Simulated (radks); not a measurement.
Results of a calculation; reference values are marked as such.
Cs6+, 49 electrons, occupied as [Kr] 4d10 5s2 5p1. Code: a radial shooting solver on a logarithmic mesh with Libxc functionals. Model: scalar-relativistic Kohn-Sham, r2SCAN, spin-polarised, spherical densities, finite nucleus; open shells are filled with parallel spins first (spin-orbit coupling, left out, can overturn this in heavy ions); meta-GGA in the generalised Kohn-Sham scheme; Fermi nuclear charge, rms radius 4.8041 fm.

Normalised radial functions P(r) = r R(r), r in bohr:

r	4d up	5p down
0.002403	0.0000	0.0029
0.003154	0.0001	0.0047
0.004173	0.0002	0.0077
0.005477	0.0004	0.0122
0.007247	0.0010	0.0196
0.009513	0.0020	0.0307
0.01259	0.0044	0.0479
0.01652	0.0090	0.0719
0.02186	0.0186	0.1053
0.02869	0.0368	0.1451
0.03796	0.0716	0.1877
0.04983	0.1307	0.2170
0.06593	0.2281	0.2108
0.08654	0.3623	0.1429
0.1145	0.5241	-0.0029
0.1503	0.6503	-0.1854
0.1989	0.6501	-0.3159
0.261	0.4215	-0.2640
0.3454	-0.0725	0.0152
0.4533	-0.6700	0.3597
0.5998	-1.1286	0.4884
0.7873	-1.1976	0.2027
1.042	-0.9077	-0.3690
1.367	-0.5061	-0.8206
1.809	-0.1949	-0.8755
2.375	-0.0503	-0.5621
3.142	-0.0068	-0.2041
4.124	-0.0004	-0.0406
5.457	0.0000	-0.0038

4d up: eigenvalue -148.17 eV, 1 radial node at r = 0.334 bohr, <r> = 0.827 bohr, 90 % of the charge inside 1.24 bohr. 5p down (empty): eigenvalue -73.582 eV, 3 radial nodes at r = 0.114, 0.341, 0.875 bohr, <r> = 1.73 bohr, 90 % of the charge inside 2.45 bohr.
